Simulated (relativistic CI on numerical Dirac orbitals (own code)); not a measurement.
Crystal-field levels of Mn4+, 3d3

Calculated by Dirac-Coulomb-Breit CI, orbitals from a KLI potential per configuration, model QED (radiative potential, 1s self-energy scaled to tabulated hydrogen-like ionisation energies), one configuration in a parametric crystal field, unscaled Slater integrals (own radial code). With so little scaling, terms lie 10 to 35 % too far apart, which can change the order of excited levels.

Field parameters in Wybourne normalisation: Td as Oh with Dq negative (B⁴₀ = 21Dq, B⁴₄ = √(5/14) B⁴₀). The field is a parameter set, without covalency.

S and J are read from ⟨S²⟩ = S(S + 1) and ⟨J²⟩ = J(J + 1) of each level; they are not fictitious spins.

Td, 10Dq = -2200 cm⁻¹, the lowest 10 levels:

```tsv
E (cm⁻¹)	Degeneracy	Irrep	S	J
0.0	4	Γ8	1.50	2.33
116	2	Γ7	1.50	2.78
536	4	Γ8	1.50	3.55
872	2	Γ6	1.50	4.23
2090	2	Γ7	1.50	3.27
2117	4	Γ8	1.50	3.27
2354	2	Γ6	1.50	3.81
2444	4	Γ8	1.50	4.11
4523	4	Γ8	1.50	3.88
20721	4	Γ8	0.50	3.83
```

Td, 10Dq = -4000 cm⁻¹, the lowest 16 levels:

```tsv
E (cm⁻¹)	Degeneracy	Irrep	S	J
0.0	4	Γ8	1.50	2.55
76.6	2	Γ7	1.50	2.83
521	4	Γ8	1.50	3.69
833	2	Γ6	1.50	4.28
3544	2	Γ7	1.50	3.23
3592	4	Γ8	1.50	3.30
3803	2	Γ6	1.50	3.74
3855	4	Γ8	1.50	3.95
7741	4	Γ8	1.50	3.72
19733	4	Γ8	0.50	4.01
21544	2	Γ7	0.50	3.50
21867	4	Γ8	0.50	4.21
21874	2	Γ6	0.50	4.11
22331	4	Γ8	0.54	4.35
22482	2	Γ6	1.49	0.59
22647	4	Γ8	1.47	1.66
```

Td, 10Dq = -5800 cm⁻¹, the lowest 16 levels:

```csv
E (cm⁻¹),Degeneracy,Irrep,S,J
0.0,4,Γ8,1.50,2.65
60.0,2,Γ7,1.50,2.85
510,4,Γ8,1.50,3.73
811,2,Γ6,1.50,4.29
5069,2,Γ7,1.50,3.21
5125,4,Γ8,1.50,3.32
5328,2,Γ6,1.50,3.72
5362,4,Γ8,1.50,3.87
11051,4,Γ8,1.50,3.66
18314,4,Γ8,0.50,4.04
21874,2,Γ7,0.50,3.51
22029,2,Γ6,0.50,4.25
22099,4,Γ8,0.50,4.17
22566,4,Γ8,0.50,4.43
23762,2,Γ6,1.49,0.64
23913,4,Γ8,1.48,1.57
```

The free-ion ground term has S = 3/2. Every field shown keeps that spin.

Levels of this model without a field, named by their leading LS term: ⁴F3/2 0, ⁴F5/2 341, ⁴F7/2 800, ⁴F9/2 1362, ⁴P1/2 20274, ⁴P3/2 20438, ²G7/2 20686, ⁴P5/2 20871 cm⁻¹.
